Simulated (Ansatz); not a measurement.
One change: `[OH][Ta]([OH])([OH])([OH])[OH]` becomes `C[N](C)[Ta]([OH])([OH])([OH])[OH]`.

Ansatz, PBE0-D4/def2-TZVP geometries, multiplicity 1. Each molecule was computed in one conformer, which needn't be the lowest.

Elements past krypton have def2 core potentials.

```csv
property,`[OH][Ta]([OH])([OH])([OH])[OH]`
LUMO energy (PBE0/def2-TZVPP) / eV,-0.72
HOMO–LUMO gap (ωB97M-V/def2-TZVPP) / eV,12.37
HOMO energy (ωB97M-V/def2-TZVPP) / eV,-11.09
size of the dipole moment (B3LYP/def2-TZVPP) / D,3.51
LUMO energy (B3LYP/def2-TZVPP) / eV,-0.99
size of the dipole moment (ωB97M-V/def2-TZVPP) / D,3.54
```

Q: What does the change do to each property? (Estimate.)

A: Computed: 
```csv
property,`C[N](C)[Ta]([OH])([OH])([OH])[OH]`,shift
LUMO energy (PBE0/def2-TZVPP) / eV,-0.70,0.02
HOMO–LUMO gap (ωB97M-V/def2-TZVPP) / eV,10.37,-2.00
HOMO energy (ωB97M-V/def2-TZVPP) / eV,-8.95,2.14
size of the dipole moment (B3LYP/def2-TZVPP) / D,0.29,-3.22
LUMO energy (B3LYP/def2-TZVPP) / eV,-0.96,0.03
size of the dipole moment (ωB97M-V/def2-TZVPP) / D,0.23,-3.31
```

Dipoles are sizes alone; their direction can turn.

B3LYP here is the variant with VWN-RPA as its local correlation; programs differ in this.
